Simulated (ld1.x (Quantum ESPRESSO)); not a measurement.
# What the settings do to the TM semilocal potential of As (Z = 33)

Base potential:

arsenic, norm-conserving Troullier–Martins (semilocal form), made with ld1.x (Quantum ESPRESSO) 7.5 (PBEsol, scalar-relativistic). Core [Ar], reference 3d10 4s1.75 4p3.25. Waves: 4s (bound): rc 1.70 bohr; 3d (bound): rc 0.60 bohr; 4p (bound): rc 1.65 bohr. Local part: the p channel. Core correction: a·sin(br)/r model core, default radius (core density twice the valence density).

Cutoffs, loose and tight: the cutoffs (Ry, on a coarse ladder) from which the occupation-weighted sum of valence levels, in a spherical-Bessel basis at the reference potential, stays within 10 and 1 mRy of its value at 400 Ry. They do not see the model core or the augmentation charge, which bear on the density cutoff. Test errors are all-electron minus pseudo excitation energies from the reference, over the configurations 3d10 4s2 4p3; 3d10 4s2 4p2; 3d10 4s2 4p1; 3d10 4s2 4p0; 3d10 4s2 4p2.5; 3d9 4s2 4p3; 3d9 4s2 4p4. A dash means not determined; rows that change the core or the reference have their own tests.

Cutoffs are not given where the Bessel-basis levels miss the radial ones by over 6 mRy, ghosts where they miss by over 20 mRy; a channel whose overlap is not positive is not tested.

A semilocal file is local in each channel, so a ghost entry of none says nothing of the separable form that plane-wave codes build from it.

| change | outcome | bound ghosts | largest test error (meV) |
| --- | --- | --- | --- |
| base | generated | not determined | -628 |
| all radii but the core radius scaled by about 0.80 (s 1.36, p 1.32, d 0.48 bohr) | generated | not determined | -349 |
| all radii but the core radius scaled by about 0.88 (s 1.50, p 1.46, d 0.52 bohr) | generated | not determined | -554 |
| all radii but the core radius scaled by about 1.16 (s 1.98, p 1.92, d 0.70 bohr) | generated | not determined | -567 |
| all radii but the core radius scaled by about 1.34 (s 2.28, p 2.22, d 0.80 bohr) | generated | not determined | -382 |

Q: What comes out with this change to the base: all radii but the core radius scaled by about 1.27 (s 2.16, p 2.10, d 0.76 bohr)?

A: outcome: generated; bound ghosts: not determined; largest test error (meV): -454.
